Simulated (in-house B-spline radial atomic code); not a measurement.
# Binding energies in Ti⁷⁺

NIST's tabulated ground configuration is [Ne] 3s2 3p3; each binding energy is the energy of the ion with one electron taken from that subshell, relaxed, less that of the parent. Method: Dirac-Hartree-Fock, average of configuration, Fermi nucleus of rms radius 3.5921 fm. Calculated with an all-electron radial atomic-structure program (B-spline basis). Energies include first-order Breit, QED and recoil terms.

```json
{"subshell": "1s", "X-ray name": "K", "binding energy (eV)": "5129.4", "-ε (eV)": "5162.7", "relaxation (eV)": "26.7"}
{"subshell": "2s", "X-ray name": "L1", "binding energy (eV)": "721.3", "-ε (eV)": "727.8", "relaxation (eV)": "6.0"}
{"subshell": "3s", "X-ray name": "M1", "binding energy (eV)": "192.3", "-ε (eV)": "193.0", "relaxation (eV)": "0.6"}
{"subshell": "3p", "X-ray name": "M2,3", "binding energy (eV)": "165.3", "-ε (eV)": "166.0", "relaxation (eV)": "0.6"}
```

Relaxation = -ε minus the binding energy without Breit, QED and recoil terms.

Problem. What does it cost to remove two 2s electrons?

Solution. 1508.5 eV, which is 65.87 eV more than the two single binding energies together.

Problem. What does it cost to remove both a 2s and a 3p electron?

Solution. 918.2 eV, which is 31.51 eV more than the two single binding energies together.

Problem. What does it cost to remove two 1s electrons?

Solution. 10582 eV, which is 323.5 eV more than the two single binding energies together.
